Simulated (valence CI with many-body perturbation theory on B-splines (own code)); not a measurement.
# Level structure of Al6+

Computed by valence CI with perturbative core correlation (CI+MBPT): five valence electrons over a frozen Dirac-Fock core [He], a basis of 11 s, 11 p, 10 d, 8 f, 5 g, 2 h functions for each j, with the one-electron correlation potential Σ1, the two-electron term Σ2, the three-electron term Σ3, Breit, model QED; selected CI, second order for the rest, scaled by the run's own slope (own B-spline code, finite nucleus).

Set against measurement, 28 paired levels are off by 260 cm⁻¹ on average, the worst by 599. These come from a selection out of NIST levels in Kelleher and Podobedova, J. Phys. Chem. Ref. Data 37, 709 (2008); Martin and Zalubas, J. Phys. Chem. Ref. Data 8, 817 (1979). Levels without a partner in it may be off by more. Among the levels kept, up to 5600 cm⁻¹ of a level comes from second order outside the variational space, and about a tenth of that is noise between levels of different J, which matters for small intervals. 2 measured levels below the end of the list, from 1318010 cm⁻¹ on, found no clear computed partner, and computed levels of the same name lie up to 5257 cm⁻¹ from them.

Levels 46 to 90 of 192, with energies above the lowest level, 2s²2p³ ⁴S°_3/2. "Leading %" is the weight of the configuration and term that name the level; weights of strongly mixed levels are sums over their largest components and can fall short. In the jj column 3d3/2^4 stands for four electrons in 3d with j = 3/2. Lifetimes count E1, E2, E3, M1 and M2 decay at the calculated energies, and are blank where another channel may lead or the interval is too uncertain; long ones can be off by a factor of two.

```tsv
No.	Configuration	Term	J	E (eV)	Leading %	Lifetime	Second component	Leading jj
46	2s²2p²3d	⁴F	7/2	162.60	95	722 ps		2s^2 2p1/2 2p3/2 3d5/2 (62 %)
47	2s²2p²3d	⁴F	9/2	162.78	97	1.10 ns		2s^2 2p3/2^2 3d5/2 (61 %)
48	2s²2p²3d	²P	3/2	163.31	73	7.07 ps	22 % 2s²2p²3d ⁴D	2s^2 2p1/2 2p3/2 3d3/2 (49 %)
49	2s²2p²3d	⁴D	1/2	163.41	72	20.2 ps	24 % 2s²2p²3d ²P	2s^2 2p1/2 2p3/2 3d3/2 (93 %)
50	2s²2p²3d	⁴D	5/2	163.54	90	49.6 ps		2s^2 2p3/2^2 3d3/2 (24 %)
51	2s²2p²3d	⁴D	3/2	163.57	72	19.8 ps	22 % 2s²2p²3d ²P	2s^2 2p1/2 2p3/2 3d5/2 (50 %)
52	2s²2p²3d	⁴D	7/2	163.63	92	427 ps		2s^2 2p1/2 2p3/2 3d5/2 (50 %)
53	2s²2p²3d	²P	1/2	163.74	72	7.05 ps	24 % 2s²2p²3d ⁴D	2s^2 2p3/2^2 3d5/2 (61 %)
54	2s2p³3s	⁴S°	3/2	163.88	87	12.7 ps	10 % 2s²2p²3p ⁴S°	2s 2p1/2 2p3/2^2 3s (48 %)
55	2s²2p²3d	²F	5/2	164.29	95	7.97 ps		2s^2 2p1/2 2p3/2 3d5/2 (50 %)
56	2s²2p²3d	⁴P	5/2	164.51	92	1.93 ps		2s^2 2p1/2 2p3/2 3d5/2 (43 %)
57	2s²2p²3d	⁴P	3/2	164.64	94	1.89 ps		2s^2 2p3/2^2 3d3/2 (31 %)
58	2s²2p²3d	²F	7/2	164.66	94	7.90 ps		2s^2 2p3/2^2 3d5/2 (50 %)
59	2s²2p²3d	⁴P	1/2	164.71	95	1.86 ps		2s^2 2p3/2^2 3d3/2 (52 %)
60	2s²2p²3p	²P°	3/2	164.92	93	354 ps	5 % 2p⁴3p ²P°	2s^2 2p3/2^2 3p3/2 (62 %)
61	2s²2p²3p	²P°	1/2	164.92	93	353 ps	5 % 2p⁴3p ²P°	2s^2 2p3/2^2 3p1/2 (70 %)
62	2s²2p²3d	²D	3/2	166.81	95	3.01 ps		2s^2 2p1/2 2p3/2 3d5/2 (48 %)
63	2s²2p²3d	²D	5/2	166.91	95	2.83 ps		2s^2 2p1/2 2p3/2 3d3/2 (32 %)
64	2s2p³3p	⁶P	3/2	168.36	99	1.58 ns		2s 2p1/2 2p3/2^2 3p1/2 (45 %)
65	2s2p³3p	⁶P	5/2	168.39	99	1.53 ns		2s 2p1/2 2p3/2^2 3p3/2 (28 %)
66	2s2p³3p	⁶P	7/2	168.44	99	1.57 ns		2s 2p1/2 2p3/2^2 3p3/2 (55 %)
67	2s²2p²3d	²G	7/2	169.22	93	49.3 ps	4 % 2s²2p²3d ²F	2s^2 2p1/2 2p3/2 3d3/2 (50 %)
68	2s²2p²3d	²G	9/2	169.24	97	978 ps		2s^2 2p1/2 2p3/2 3d5/2 (61 %)
69	2s²2p²3d	²F	7/2	169.68	92	1.87 ps	4 % 2s²2p²3d ²G	2s^2 2p1/2 2p3/2 3d5/2 (56 %)
70	2s²2p²3d	²F	5/2	169.72	90	1.83 ps	6 % 2s²2p²3d ²D	2s^2 2p1/2 2p3/2 3d3/2 (43 %)
71	2s²2p²3d	²D	3/2	169.98	96	2.35 ps		2s^2 2p1/2 2p3/2 3d3/2 (45 %)
72	2s²2p²3d	²D	5/2	170.07	90	2.31 ps	4 % 2s²2p²3d ²F	2s^2 2p3/2^2 3d5/2 (47 %)
73	2s²2p²3d	²P	1/2	171.11	96	2.99 ps		2s^2 2p1/2 2p3/2 3d3/2 (37 %)
74	2s²2p²3d	²P	3/2	171.21	96	2.93 ps		2s^2 2p1/2 2p3/2 3d5/2 (35 %)
75	2s2p³3p	⁴P	5/2	171.49	98	12.3 ps		2s 2p1/2 2p3/2^2 3p3/2 (30 %)
76	2s2p³3p	⁴P	3/2	171.52	98	12.5 ps		2s 2p1/2 2p3/2^2 3p3/2 (37 %)
77	2s2p³3p	⁴P	1/2	171.53	98	12.6 ps		2s 2p1/2 2p3/2^2 3p3/2 (60 %)
78	2s²2p²3d	²S	1/2	171.87	95	3.83 ps		2s^2 2p1/2 2p3/2 3d5/2 (35 %)
79	2s2p³3s	⁴D°	7/2	175.40	97	19.5 ps		2s 2p1/2 2p3/2^2 3s (97 %)
80	2s2p³3s	⁴D°	5/2	175.42	97	19.6 ps		2s 2p1/2 2p3/2^2 3s (72 %)
81	2s2p³3s	⁴D°	1/2	175.42	97	19.6 ps		2s 2p1/2 2p3/2^2 3s (43 %)
82	2s2p³3s	⁴D°	3/2	175.43	97	19.7 ps		2s 2p1/2 2p3/2^2 3s (54 %)
83	2s²2p²3d	²D	5/2	175.95	94	4.76 ps	5 % 2p⁴3d ²D	2s^2 2p3/2^2 3d5/2 (62 %)
84	2s²2p²3d	²D	3/2	176.02	94	4.35 ps	5 % 2p⁴3d ²D	2s^2 2p3/2^2 3d3/2 (69 %)
85	2s2p³3s	²D°	5/2	178.39	95	14.9 ps		2s 2p1/2 2p3/2^2 3s (88 %)
86	2s2p³3s	²D°	3/2	178.41	95	14.9 ps		2s 2p1/2 2p3/2^2 3s (54 %)
87	2s2p³3d	⁶D°	9/2	179.03	99	1.13 ns		2s 2p1/2 2p3/2^2 3d5/2 (55 %)
88	2s2p³3d	⁶D°	7/2	179.03	99	1.11 ns		2s 2p1/2 2p3/2^2 3d5/2 (35 %)
89	2s2p³3d	⁶D°	1/2	179.04	99	1.06 ns		2s 2p1/2 2p3/2^2 3d3/2 (53 %)
90	2s2p³3d	⁶D°	5/2	179.04	99	1.09 ns		2s 2p1/2 2p3/2^2 3d3/2 (35 %)
```

Where two levels of one J and parity lie close, their mixing, g and order are uncertain.
